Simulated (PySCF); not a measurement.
## Bond curve of RuS

Set-up: PySCF, scalar-relativistic core potentials, basis sets Ru def2-TZVPP with ECP28, S def2-TZVPP. Energies in eV from Ru (4d7 5s1) + S in their ground configurations at the same level. State: ⁵Δ (quintet), unpaired electrons σ ↑, π ↑↑, δ ↑.

All columns are PBE0. A positive dipole means Ru(−)S(+).

| R (Å) | E (eV) | μ (D) | Mulliken charge on Ru (basis-dependent) | HOMO (eV) | LUMO (eV) | Mayer bond order | ⟨S²⟩ |
| --- | --- | --- | --- | --- | --- | --- | --- |
| 1.781 | -2.486 | -2.73 | 0.39 | -5.86 | -3.00 | 2.56 | 6.01 |
| 1.864 | -3.363 | -3.13 | 0.38 | -6.02 | -2.98 | 2.47 | 6.01 |
| 1.947 | -3.844 | -3.53 | 0.38 | -6.16 | -2.97 | 2.38 | 6.01 |
| 2.009 | -4.013 | -3.83 | 0.38 | -6.25 | -2.97 | 2.33 | 6.01 |
| 2.071 | -4.058 | -4.11 | 0.38 | -6.33 | -2.97 | 2.28 | 6.02 |
| 2.133 | -4.010 | -4.39 | 0.38 | -6.39 | -2.97 | 2.24 | 6.02 |
| 2.216 | -3.839 | -4.72 | 0.38 | -6.43 | -2.98 | 2.19 | 6.02 |
| 2.320 | -3.513 | -5.08 | 0.38 | -6.47 | -3.01 | 2.13 | 6.03 |
| 2.444 | -3.028 | -5.44 | 0.38 | -6.33 | -3.19 | 2.08 | 6.03 |
| 2.610 | -2.330 | -5.78 | 0.38 | -6.00 | -3.38 | 2.02 | 6.04 |

A fit through these points gives, at Re = 2.067 Å, μ = -4.10 D and dμ/dR = -4.53 D/Å; the reduced mass is 24.34 u.

**Question.** How strong is the fundamental in the double-harmonic approximation, I = 42.26·(dμ/dR)²/μred km/mol?

**Answer.** I = 42.26·(-4.53)²/24.34 = 35.6 km/mol at PBE0.

The metal atom is held in its measured ground configuration; semilocal functionals can put another filling of s and d lower by some tenths of an eV, and De to that atom would be smaller. Spin–orbit coupling is left out, which matters for elements this heavy, above all for dissociation energies. With d or f electrons several states lie close, and the lowest PBE0 determinant need not be the measured ground state.
